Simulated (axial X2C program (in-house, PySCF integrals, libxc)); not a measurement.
**Nuclear properties of TeO**

Calculated with an in-house all-electron X2C program for linear molecules (integrals from PySCF): two-component X2C with atomic mean-field Coulomb and Gaunt terms, Gaussian nuclei, basis Te dyall-cv3z, O dyall-av3z with contracted cores.

R = 1.816 Å (near the PBE0 minimum at charge 0 of the determinant lowest at the starting distance; the state shown can have its own minimum elsewhere).

Determinant lowest in the PBE0 search, Ω = 1 (⟨Sz⟩ = 1.00, ⟨Lz⟩ = 0.00 at PBE0), spin on the atoms Te 0.70, O 0.30:

```
    level  Eeff magnitude (GV/cm)  Ws magnitude Te (kHz)  A∥/gI Te (MHz)  qzz Te (a.u.)  A∥/gI O (MHz)  qzz O (a.u.)  μ (D)
     PBE0                   0.887                 0.0564            -775           2.93          -71.1          0.76  -2.96
       HF                    2.41                   1.91             129           5.25           -171          0.27  -2.65
    PBE50                   0.369                  0.276            -667           2.89          -70.1          0.75  -3.16
BHandHLYP                   0.831               0.000922            -555           3.44          -73.5          0.66  -3.17
    B3LYP                    1.42                  0.388            -701           3.38          -74.2          0.70  -2.95
```

Determinant 0.39 eV from it at PBE0 and this distance, Ω = 0 (closed shell), highest spinor 61% Te p, 28% O p, 6% Te d:

| level | qzz Te (a.u.) | qzz O (a.u.) | μ (D) |
| --- | --- | --- | --- |
| PBE0 | 3.01 | 0.85 | -3.15 |
| HF | 1.87 | 0.91 | -3.89 |
| PBE50 | 2.73 | 0.87 | -3.41 |
| BHandHLYP | 2.85 | 0.85 | -3.51 |
| B3LYP | 3.21 | 0.83 | -3.20 |

Eeff is the effective electric field on the electron electric dipole moment in this Ω state and Ws the scalar–pseudoscalar constant of the nucleus named (defined with the proton number Z and per Ω); A∥ (defined per Ω) follows by multiplying with gI = μI/(I μN); qzz is the electric field gradient, eQq0 = 234.96 MHz × Q/barn × qzz; μ is positive if the O end (last atom) is positive. The operators were transformed with the bare-nucleus X2C matrices; with these basis sets, hyperfine constants and field gradients can be off by tens of per cent, and where levels differ in sign neither size nor sign is settled.

Each state is one determinant with collinear spin, which with several unpaired electrons need not be a pure state. Unrestricted Hartree–Fock can overshoot spin polarisation at the nuclei. In the state Ω = 1 the sign of Eeff differs between levels (HF against PBE0). A closed determinant beside an open π² or δ² triplet, such as (π1/2)², mixes with its partner pair into the 0⁺ component of the triplet and ¹Σ⁺, so its energy is not that of a level, and 0⁺ can lie lowest. With several open shells hyperfine constants can be off by a factor of several. Where Eeff spreads by more than a factor of two the levels disagree and none is to be relied on. Open-shell Ω = 0 determinants with evenly filled partner blocks cannot be reached by this program, so the Ω shown need not be the lowest component. States lie within half an eV, so the first need not be the ground state. The sign of Ws at Te differs between levels in the first state. Further determinants of the search, some of them spin-mixed, are not shown. Where a field gradient or hyperfine factor spreads by more than a factor of two over the levels, a constant derived from it is not to be relied on. PBE0 term energies can be off by some tenths of an eV.
